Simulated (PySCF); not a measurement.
Isomers of C8H9PS, mass 168.016 u with the commonest isotopes. The calculation used PBE0/pcSseg-1 in PySCF (dipole) on a GFN2-xTB geometry, gas phase. One conformer each, none proved a minimum here; rigid rotors.

Question: Order these by out-of-plane moment Σ m c² = (Ia + Ib − Ic)/2, smallest first.
A. `[CH:1]1=[CH:2][CH2:3][P:4]([c:5]2[cH:6][cH:7][cH:8][s:9]2)[CH2:10]1` with C3–P4–C5–C6 -134°, C1–C2–C3–P4 -13°, C2–C3–P4–C5 -82°, C3–P4–C10–C1 -16°, C2–C1–C10–P4 13°
B. `[CH:1]#[C:2][CH2:3][P:4]([CH3:5])[c:6]1[cH:7][cH:8][cH:9][s:10]1` with C2–C3–P4–C5 72°, C3–P4–C6–C7 131°
C. `[S:1]=[P@@H:2]1[CH2:3][CH2:4][c:5]2[cH:6][cH:7][cH:8][cH:9][c:10]21` with S1–P2–C3–C4 -152°, P2–C3–C4–C5 30°, C3–C4–C5–C6 159°, S1–P2–C10–C9 -36°
D. `[CH2:1]=[CH:2]/[C:3]([CH3:4])=[P:5]\[c:6]1[cH:7][cH:8][s:9][cH:10]1` with C1–C2–C3–C4 12°, C3–P5–C6–C7 -133°
E. `[CH3:1][C:2]#[C:3][P:4]([CH3:5])[c:6]1[cH:7][cH:8][s:9][cH:10]1` with C3–P4–C6–C7 56°
F. `[CH:1]#[C:2][c:3]1[p:4][c:5]([CH:6]([CH3:7])[CH3:8])[cH:9][s:10]1` with P4–C5–C6–C7 -118°

Answer: C (19.48 u·Å²), D (37.92 u·Å²), F (54.09 u·Å²), E (56.43 u·Å²), A (71.66 u·Å²), B (86.49 u·Å²).

Question: Order these by dipole moment, smallest first.
A. `[CH:1]#[C:2][c:3]1[p:4][cH:5][c:6]([CH:7]([CH3:8])[CH3:9])[s:10]1` with C5–C6–C7–C8 -121°
B. `[S:1]=[P@@H:2]1[CH2:3][CH2:4][c:5]2[cH:6][cH:7][cH:8][cH:9][c:10]21` with S1–P2–C3–C4 -152°, P2–C3–C4–C5 30°, C3–C4–C5–C6 159°, S1–P2–C10–C9 -36°
C. `[CH3:1][C:2]#[C:3][P:4]([CH3:5])[c:6]1[cH:7][cH:8][s:9][cH:10]1` with C3–P4–C6–C7 56°
D. `[CH2:1]=[CH:2]/[C:3]([CH3:4])=[P:5]\[c:6]1[cH:7][cH:8][s:9][cH:10]1` with C1–C2–C3–C4 12°, C3–P5–C6–C7 -133°
E. `[CH:1]#[C:2][CH2:3][P:4]([CH3:5])[c:6]1[cH:7][cH:8][cH:9][s:10]1` with C2–C3–P4–C5 72°, C3–P4–C6–C7 131°
F. `[CH:1]1=[CH:2][CH2:3][P:4]([c:5]2[cH:6][cH:7][cH:8][s:9]2)[CH2:10]1` with C3–P4–C5–C6 -134°, C1–C2–C3–P4 -13°, C2–C3–P4–C5 -82°, C3–P4–C10–C1 -16°, C2–C1–C10–P4 13°

Answer: F (0.80 D), D (1.19 D), E (1.34 D), C (1.72 D), A (2.36 D), B (4.99 D).

Question: Order these by radius of gyration √(Σ m r²/M), smallest first.
A. `[CH:1]#[C:2][c:3]1[p:4][c:5]([CH:6]([CH3:7])[CH3:8])[cH:9][s:10]1` with P4–C5–C6–C7 -118°
B. `[CH3:1][C:2]#[C:3][P:4]([CH3:5])[c:6]1[cH:7][cH:8][s:9][cH:10]1` with C3–P4–C6–C7 56°
C. `[CH:1]1=[CH:2][CH2:3][P:4]([c:5]2[cH:6][cH:7][cH:8][s:9]2)[CH2:10]1` with C3–P4–C5–C6 -134°, C1–C2–C3–P4 -13°, C2–C3–P4–C5 -82°, C3–P4–C10–C1 -16°, C2–C1–C10–P4 13°
D. `[S:1]=[P@@H:2]1[CH2:3][CH2:4][c:5]2[cH:6][cH:7][cH:8][cH:9][c:10]21` with S1–P2–C3–C4 -152°, P2–C3–C4–C5 30°, C3–C4–C5–C6 159°, S1–P2–C10–C9 -36°
E. `[CH2:1]=[CH:2]/[C:3]([CH3:4])=[P:5]\[c:6]1[cH:7][cH:8][s:9][cH:10]1` with C1–C2–C3–C4 12°, C3–P5–C6–C7 -133°
F. `[CH:1]#[C:2][c:3]1[p:4][cH:5][c:6]([CH:7]([CH3:8])[CH3:9])[s:10]1` with C5–C6–C7–C8 -121°

Answer: C (2.178 Å), D (2.323 Å), F (2.420 Å), A (2.469 Å), E (2.532 Å), B (2.584 Å).

```csv
SMILES,point group,Ia (u·Å²),Ib (u·Å²),Ic (u·Å²),κ,μa (D),μb (D),μc (D)
CC#CP(C)c1ccsc1,C1,318.68,859.31,1065.14,-0.80,0.96,0.82,1.16
C#Cc1pc(C(C)C)cs1,Cs,222.91,855.63,970.37,-0.92,1.38,0.99,0.00
C1=CCP(c2cccs2)C1,Cs,245.62,622.69,725.00,-0.83,0.10,0.79,0.00
C#Cc1pcc(C(C)C)s1,near Cs,258.06,779.95,930.22,-0.85,2.32,0.44,0.01
S=[P@@H]1CCc2ccccc21,C1,270.43,655.71,887.18,-0.69,4.04,2.76,1.00
C#CCP(C)c1cccs1,C1,210.86,910.37,948.25,-0.98,1.24,0.43,0.31
C=C/C(C)=P\c1ccsc1,C1,254.99,859.71,1038.86,-0.86,0.23,1.09,0.42
```
